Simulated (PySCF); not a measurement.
# Trend along group 14: MCl molecules

PBE0 with double-zeta basis sets in PySCF, for the lowest determinant that a PBE0 search found; no spin–orbit coupling. De refers to high-spin ground-configuration atoms. A positive dipole means M(−)Cl(+).

| M | basis | state (unpaired electrons) | Re (Å) | ωe (cm⁻¹) | De (eV) | μ (D) |
| --- | --- | --- | --- | --- | --- | --- |
| C | def2-SVPD | doublet (π ↑) | 1.659 | 883 | 4.27 | 1.43 |
| Si | def2-SVPD | doublet (π ↑) | 2.101 | 518 | 4.36 | -1.05 |
| Ge | cc-pVDZ-PP/cc-pV(D+d)Z | doublet (π ↑) | 2.197 | 399 | 4.01 | -1.98 |
| Sn | x2c-SVPall | doublet (π ↑) | 2.387 | 360 | 3.87 | -2.57 |
| Pb | def2-SVP | doublet (π ↑) | 2.490 | 324 | 3.69 | -3.58 |

The shortest bond is that of CCl (1.659 Å), the longest that of PbCl (2.490 Å).

The rows differ in basis set, which adds steps of its own.

Down a group the atoms grow and get heavier, so bonds lengthen and wavenumbers fall; this series shows no clear exception.

These are scalar-relativistic numbers at best; spin–orbit coupling would shift them, the dissociation energy most. States were picked by a PBE0 search and need not be the measured ground states.
